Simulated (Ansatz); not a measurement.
The cluster AlB3⁺, relaxed as a doublet with UKS PBE0-D4/def2-TZVP in Ansatz, starting from the GFN1-xTB geometry. Force threshold 0.02 eV/Å.

The charge 1 doublet is spin-contaminated (final ⟨S²⟩ up to 1.32, 0.75 for a pure state). The relaxation made no stability test and no search for a lower SCF solution. Another isomer (doublet) lies 0.42 eV lower at PBE0-D4/def2-TZVP; other spin states weren't run for this one.

Start:

```xyz
4

B    -0.814    0.181    0.894
B     0.817    0.311   -0.825
B     0.027    1.232    0.153
Al   -0.030   -1.723   -0.223
```

```csv
step,energy (eV),largest force component (eV/Å),SCF passes
1,-8604.5769,1.474,34
2,-8604.9557,0.950,40
3,-8605.0704,1.125,66
4,-8605.1312,0.414,65
5,-8605.1658,0.333,43
6,-8605.4369,1.537,67
7 (rejected),-8605.4011,1.498,45
8,-8605.4778,0.499,41
9,-8605.4853,0.304,35
10 (rejected),-8605.4832,0.340,34
11,-8605.4912,0.123,34
12,-8605.4937,0.147,38
13,-8605.4942,0.083,35
14,-8605.4944,0.013,37
```

Force components are those of the run's own axes.

End:

Cartesian coordinates in Å:
```
B -0.560 0.096 0.611
B 0.569 0.207 -0.575
B 0.040 1.458 0.172
Al -0.049 -1.760 -0.208
```

Bonds formed: B1–B2 (atoms count from 1).

No frequencies were taken in this run, so the end may be a saddle point.

Hardware: 4 threads of Arm Neoverse V1 on a shared host. Wall time 24 s.
